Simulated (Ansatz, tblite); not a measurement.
Forces on the cluster K3⁺ at its PBE/def2-TZVP geometry. The state is a singlet with charge 1.

The xTB rows come from tblite. The structure comes from a short search, and lower isomers may exist.

GFN1-xTB (tblite), largest force 0.24 eV/Å:

```xyz
3
positions Å, forces eV/Å
K    -0.978   -1.271   -1.969    0.093    0.121    0.187
K    -1.213    0.015    2.230    0.115   -0.001   -0.211
K     2.191    1.256   -0.261   -0.208   -0.119    0.025
```

GFN2-xTB (tblite), largest force 0.28 eV/Å:

```
K 0.110 0.142 0.221
K 0.136 -0.002 -0.250
K -0.246 -0.141 0.029
```

PBE0/def2-TZVP (Ansatz), largest force 0.02 eV/Å:

```
K -0.007 -0.009 -0.014
K -0.009 0.000 0.016
K 0.016 0.009 -0.002
```
